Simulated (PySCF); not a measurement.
(Z)-1,2-difluoro-1-methoxyethene (C₃H₄F₂O), SMILES CO/C(F)=C/F.

Geometry optimised at PBE-D3(BJ)/def2-SVP. One conformer was computed; it need not be the lowest.

Method: PBE-D3(BJ)/def2-SVP in PySCF.

Frequencies are harmonic and unscaled.

Computed vibrational spectrum:
| mode | ν (cm⁻¹) | IR (km/mol) | moving atoms (share of kinetic energy) |
|---|---|---|---|
| 1 | 83 | 3.8 | C 34 %, F 28 %, H 25 %, O 12 % |
| 2 | 146 | 0.2 | H 90 % |
| 3 | 195 | 1.2 | F 41 %, C 38 %, H 15 % |
| 4 | 243 | 6.7 | F 69 %, C 17 %, H 9 % |
| 5 | 355 | 2.6 | C 49 %, F 21 %, O 15 %, H 15 % |
| 6 | 477 | 3.6 | F 43 %, O 31 %, C 21 % |
| 7 | 576 | 10.7 | C 61 %, F 18 %, O 16 % |
| 8 | 660 | 1.3 | C 46 %, O 30 %, F 13 %, H 11 % |
| 9 | 733 | 26.0 | H 77 %, C 22 % |
| 10 | 875 | 40.6 | C 43 %, F 38 %, H 10 %, O 9 % |
| 11 | 1016 | 59.9 | C 46 %, O 39 %, F 8 % |
| 12 | 1125 | 4.1 | H 76 %, C 18 % |
| 13 | 1152 | 30.0 | H 55 %, C 31 %, F 11 % |
| 14 | 1166 | 82.1 | H 42 %, C 34 %, F 21 % |
| 15 | 1261 | 333.4 | C 46 %, H 26 %, O 23 % |
| 16 | 1289 | 87.6 | H 46 %, C 45 % |
| 17 | 1408 | 8.6 | H 96 % |
| 18 | 1421 | 27.4 | H 75 %, C 18 % |
| 19 | 1427 | 17.8 | H 96 % |
| 20 | 1766 | 46.5 | C 94 % |
| 21 | 2953 | 44.2 | H 97 % |
| 22 | 3045 | 20.1 | H 90 %, C 10 % |
| 23 | 3103 | 8.6 | H 90 %, C 10 % |
| 24 | 3162 | 7.6 | H 91 %, C 9 % |
